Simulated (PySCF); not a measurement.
C6H7F4NSi.
SMILES with atom numbers: `[F:1][CH2:2][c:3]1[cH:4][n:5]([SiH3:6])[cH:7][c:8]1[C:9]([F:10])([F:11])[F:12]` (hydrogens: H13, H14 on C2; H15 on C4; H16, H17, H18 on Si6; H19 on C7)

The same species was optimised twice, with GFN2-xTB and with PBE0-D3(BJ)/def2-SVP (PySCF), and the same property calculations (PySCF, gas phase) were run on both structures.

```
      coordinate  GFN2-xTB  PBE0-D3(BJ)/def2-SVP  change
      N5–Si6 (Å)     1.763                 1.779  +0.016
       C4–N5 (Å)     1.367                 1.382  +0.015
       N5–C7 (Å)     1.357                 1.372  +0.015
       C3–C4 (Å)     1.364                 1.372  +0.008
      C9–F11 (Å)     1.350                 1.342  -0.008
      C9–F12 (Å)     1.351                 1.343  -0.008
       C7–C8 (Å)     1.370                 1.376  +0.006
      C9–F10 (Å)     1.341                 1.336  -0.005
       C3–C8 (Å)     1.425                 1.429  +0.004
       C8–C9 (Å)     1.480                 1.484  +0.004
       F1–C2 (Å)     1.372                 1.371  -0.001
       C2–C3 (Å)     1.491                 1.491   0.000
    C2–C3–C4 (°)     128.3                 125.9    -2.4
    C2–C3–C8 (°)     125.8                 127.8    +2.0
    C7–C8–C9 (°)     127.4                 126.0    -1.4
   Si6–N5–C7 (°)     127.3                 125.9    -1.4
  F10–C9–F11 (°)     106.3                 107.5    +1.2
  F10–C9–F12 (°)     106.3                 107.4    +1.1
   C8–C9–F10 (°)     112.9                 111.8    -1.1
    C3–C8–C9 (°)     125.5                 126.5    +1.0
 F1–C2–C3–C4 (°)         0                    -1      -1
C7–C8–C9–F10 (°)         2                     2       0
```

Rotational constants: A = 999.5, B = 572.4, C = 391.2 MHz (GFN2-xTB) against A = 982.6, B = 574.4, C = 389.5 MHz (PBE0-D3(BJ)/def2-SVP).

On the GFN2-xTB structure: HOMO (eV) -6.89 [PBE0/pcSseg-1]; LUMO (eV) -0.23 [PBE0/pcSseg-1]; dipole (D) 4.20 [PBE0/pcSseg-1]; GIAO shielding of F1 (ppm) 440.7 [PBE0/pcSseg-1]; GIAO shielding of C2 (ppm) 103.4 [PBE0/pcSseg-1]; GIAO shielding of C3 (ppm) 54.7 [PBE0/pcSseg-1]; GIAO shielding of C4 (ppm) 62.0 [PBE0/pcSseg-1]; GIAO shielding of N5 (ppm) 104.1 [PBE0/pcSseg-1]; GIAO shielding of Si6 (ppm) 395.3 [PBE0/pcSseg-1]; GIAO shielding of C7 (ppm) 56.2 [PBE0/pcSseg-1]; GIAO shielding of C8 (ppm) 66.6 [PBE0/pcSseg-1].

What do these properties become on the PBE0-D3(BJ)/def2-SVP structure?

| property | level | on GFN2-xTB | on PBE0-D3(BJ)/def2-SVP | change |
| --- | --- | --- | --- | --- |
| HOMO (eV) | PBE0/pcSseg-1 | -6.89 | -6.88 | +0.01 |
| LUMO (eV) | PBE0/pcSseg-1 | -0.23 | -0.14 | +0.09 |
| dipole (D) | PBE0/pcSseg-1 | 4.20 | 3.63 | -0.57 |
| energy, GFN2-xTB geometry as zero (kcal/mol) | PBE0/pcSseg-1 | 0.0 | -1.4 | -1.4 |
| GIAO shielding of F1 (ppm) | PBE0/pcSseg-1 | 440.7 | 437.8 | -2.9 |
| GIAO shielding of C2 (ppm) | PBE0/pcSseg-1 | 103.4 | 103.5 | +0.1 |
| GIAO shielding of C3 (ppm) | PBE0/pcSseg-1 | 54.7 | 53.1 | -1.6 |
| GIAO shielding of C4 (ppm) | PBE0/pcSseg-1 | 62.0 | 58.4 | -3.6 |
| GIAO shielding of N5 (ppm) | PBE0/pcSseg-1 | 104.1 | 100.2 | -3.9 |
| GIAO shielding of Si6 (ppm) | PBE0/pcSseg-1 | 395.3 | 394.6 | -0.7 |
| GIAO shielding of C7 (ppm) | PBE0/pcSseg-1 | 56.2 | 52.9 | -3.3 |
| GIAO shielding of C8 (ppm) | PBE0/pcSseg-1 | 66.6 | 64.8 | -1.8 |

The heavy atoms differ by 0.035 Å rms after alignment. Among bonds between heavy atoms C4–N5, N5–Si6 and N5–C7 change most and about equally (+0.015 to +0.016 Å). Changes are differences of the printed values. Neither structure is proved a minimum here.

Conformer computed: `[F:1][CH2:2][c:3]1[cH:4][n:5]([SiH3:6])[cH:7][c:8]1[C:9]([F:10])([F:11])[F:12]`: F1–C2–C3–C4 -1°, C7–C8–C9–F10 2°.
